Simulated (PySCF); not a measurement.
Working out the ionisation energy of Ge

Ge [Ar] 3d10 4s2 4p2 (3P) → Ge⁺ [Ar] 3d10 4s2 4p1 (2P). Calculation: PySCF 2.14, in cc-pVTZ-PP with ECP10MDF (5s4p3d1f, 39 functions); scalar relativity through the core potential. Frozen: 3s2 3p6 3d10. Energies in hartree (1 hartree = 27.21139 eV):

```json
{"part": "UHF", "Ge (lower)": "-293.352811", "Ge⁺ (upper)": "-293.080568"}
{"part": "CCSD correlation", "Ge (lower)": "-0.064831", "Ge⁺ (upper)": "-0.051252"}
{"part": "(T)", "Ge (lower)": "-0.001798", "Ge⁺ (upper)": "-0.000782"}
```

Task: What does Hartree-Fock give?

Result: (-293.080568) − (-293.352811) = 0.272243 hartree = 7.408 eV.

Task: What do CCSD and CCSD(T) give?

Result: The CCSD correlation energies differ by 0.013579 hartree = 0.370 eV and the triples by 0.001016 hartree = 0.028 eV, so CCSD gives 7.778 eV and CCSD(T) 7.806 eV.

Measured between the centres of the two terms (NIST): 7.925 eV, so CCSD(T) (valence) is off by -0.119 eV.

What remains against the reference includes basis incompleteness, the frozen core and higher excitations.
